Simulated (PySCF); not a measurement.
# [La(NH3)3]3+ at several levels of theory

Computed with PySCF 2.14.0 (density fitting, no spin-orbit coupling) at the geometry relaxed with PBE0:

```xyz
13
[La(NH3)3]3+ (singlet)
La    0.0000    0.0000   -0.0132
N     2.5638    0.0008    0.0137
H     3.0066   -0.6506    0.6862
H     3.0188   -0.2560   -0.8811
H     3.0111    0.9058    0.2438
N    -1.2826    2.2199    0.0137
H    -0.9398    2.9291    0.6862
H    -1.2877    2.7424   -0.8811
H    -2.2900    2.1548    0.2438
N    -1.2812   -2.2207    0.0137
H    -2.0668   -2.2785    0.6862
H    -1.7311   -2.4864   -0.8811
H    -0.7211   -3.0606    0.2438
```

```
level                                                 basis    state  HOMO (eV)  gap (eV)  charge on La1 (e)  population of f-type functions on La1 (polarisation alone where 4f lies in the core)  dipole about the centre of mass (D)  largest force component (eV/Å)
 PBE0     La lcecp-1-SVP with ECP46, N def2-SVP, H def2-SVP  singlet     -23.66      7.67               1.95                                                                                  0.04                                 0.05                            0.01
 PBE0  La lcecp-1-TZVP with ECP46, N def2-TZVP, H def2-TZVP  singlet     -23.58      7.69               2.13                                                                                  0.06                                 0.04                            0.38
 PBE0             La x2c-SVPall, N x2c-SVPall, H x2c-SVPall  singlet     -23.71      7.58               1.89                                                                                  0.10                                 0.04                            0.21
```

In the lcecp rows the 4f levels are missing from HOMO and gap, and the state counts the valence alone.

Charges are Mulliken's, which hang on the basis. The relaxation used the grid (50, 194), these runs (75, 302) or, all-electron (x2c bases, spin-free X2C Hamiltonian), (99, 590).

Order these levels, in the first row's basis, by the HOMO–LUMO gap they give here, smallest first.
A. BLYP
B. B3LYP
C. PBE
D. M06-L

A (5.13 eV), C (5.28 eV), D (6.11 eV), B (7.01 eV).

And their other results?


```
level    state  HOMO (eV)  gap (eV)  charge on La1 (e)  population of f-type functions on La1 (polarisation alone where 4f lies in the core)  dipole about the centre of mass (D)  largest force component (eV/Å)
 BLYP  singlet     -21.98      5.13               1.82                                                                                  0.03                                 0.05                            0.40
B3LYP  singlet     -23.36      7.01               1.92                                                                                  0.03                                 0.05                            0.08
M06-L  singlet     -22.46      6.11               2.03                                                                                  0.03                                 0.04                            0.10
  PBE  singlet     -22.15      5.28               1.82                                                                                  0.03                                 0.05                            0.37
```

In the first row's basis the gap widens with exact exchange: 5.1 to 6.1 eV for BLYP, PBE, M06-L (none); 7.0 to 7.7 eV for B3LYP, PBE0 (a fixed share).

A frequency check found unstable modes (4, the lowest at -37 cm⁻¹), so the relaxed geometry is a saddle point, or these are noise.
